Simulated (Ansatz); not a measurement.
C₂H₆N₂Si, SMILES N[SiH](N)C#C.

Geometry optimised at r2SCAN-D4/def2-SVP. This is a generated structure with no PubChem entry under its InChIKey; it may be hypothetical. The values are those of a single conformer.

Two levels are set side by side: PBE/def2-SVPD (Ansatz, a first-principles code) and PBE0/def2-SVPD (Ansatz). Energy differences of separate SCF runs at the same geometry; the states with an electron removed or added have multiplicity 2 and 2. Differences are taken from unrounded values.

```tsv
quantity	PBE
vertical ionisation energy (eV)	8.94
vertical singlet–triplet gap (eV)	4.95
```

**Question.** These are the PBE values. What does PBE0 give? (An estimate is asked for; the answer gives what the named calculation found.)

**Answer.** 
```
quantity                           PBE0  PBE minus PBE0
---------------------------------  ----  --------------
vertical ionisation energy (eV)    9.41           -0.47
vertical singlet–triplet gap (eV)  4.98           -0.03
```
